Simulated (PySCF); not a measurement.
## Structure revision by computed shifts

A compound C7H11NO gives the data below (simulated from a calculation) and was assigned the structure `O=CN[C@H]1CC12CCC2`.

¹³C{¹H} NMR (computed): δ 155.7 (CH), 41.8 (CH), 40.6 (CH2), 39.1 (CH), 31.0 (CH2), 30.1 (CH), 19.8 (CH2).

¹H NMR (300 MHz, computed): δ 7.86 (d, 1H), 4.98 (m, 1H), 4.74 (br, 1H), 2.99 (m, 1H), 2.87 (m, 1H), 2.53 (m, 1H), 2.26 (m, 1H), 2.25 (m, 1H), 2.00 (m, 1H), 1.66 (m, 1H), 1.56 (m, 1H).

Calculated, not measured (PySCF 2.14): shielding tensors at B97-2/pcSseg-1 (GIAO), geometry from PBE0-D3(BJ)/def2-SVP. Single conformer, non-relativistic, in vacuum.

References, each an isolated molecule treated in the same way: ¹H (31.38 ppm) and ¹³C (183.69 ppm) against TMS.

**Question.** Compare with the shifts computed for the proposed structure, pairing carbons in order of shift.

**Answer.** Numbering as in the mapped SMILES `[O:1]=[CH:2][NH:3][C@H:4]1[CH2:5][C:6]12[CH2:7][CH2:8][CH2:9]2`. Each H is labelled by its parent atom.

```json
{"atom": "C2", "computed for proposal": "160.1", "given list": "155.7", "difference": "+4.4"}
{"atom": "C4", "computed for proposal": "34.4", "given list": "41.8", "difference": "-7.4"}
{"atom": "C7", "computed for proposal": "32.3", "given list": "40.6", "difference": "-8.3"}
{"atom": "C9", "computed for proposal": "28.4", "given list": "39.1", "difference": "-10.7"}
{"atom": "C6", "computed for proposal": "28.0", "given list": "31.0", "difference": "-3.0"}
{"atom": "C8", "computed for proposal": "20.6", "given list": "30.1", "difference": "-9.5"}
{"atom": "C5", "computed for proposal": "17.9", "given list": "19.8", "difference": "-1.9"}
```

The rms difference is 7.2 ppm and the largest -10.7 ppm at C9 (sp3 CH2 in a ring). The carbon types in order of shift don't match either: CH, CH, CH2, CH2, C, CH2, CH2 for the proposal against CH, CH, CH2, CH, CH2, CH, CH2 in the data. The proposal doesn't fit.

**Question.** Which isomer fits?

**Answer.** SMILES O=CN[C@@H]1C[C@@H]2CC[C@@H]21.

Carbon types of the structure: 4 × CH, 3 × CH2, leaving 1 H on heteroatoms. δC 155.7: amide carbonyl carbon; lone-pair donation from the attached heteroatom keeps it upfield of a ketone carbonyl. δC 40.6, 31.0, 19.8: sp3 CH2 in a ring; aliphatic region, no heteroatom directly attached. δC 39.1: sp3 CH bonded to N; the inductive effect lowers its shielding. δH 4.74: hydrogen on an amide-type nitrogen; exchangeable, gas-phase position.

The data come from this structure; uniqueness wasn't tested.

OH and NH positions are those of a molecule without intermolecular hydrogen bonds; in solution they move with solvent, concentration and temperature, and exchange usually removes their couplings. Amide-type NH protons are broadened by 14N but still split neighbouring CH signals. Shifts are as computed. Against solution values, carbons near 30 ppm lie about +1 ppm off and those near 130 ppm about +2 ppm. Of 1211 compounds with measured shifts, 218 miss one by over three times the rms of a fit or turn the order of signals round; such compounds aren't used in these exercises. Hydrogen bonding in solution deshields acid and N–H amide carbonyl carbons by as much as 10 ppm beyond these values. Multiplicities follow the n + 1 count of equivalent neighbours, as no J values were calculated; m marks all less simple cases, F and P coupling included.
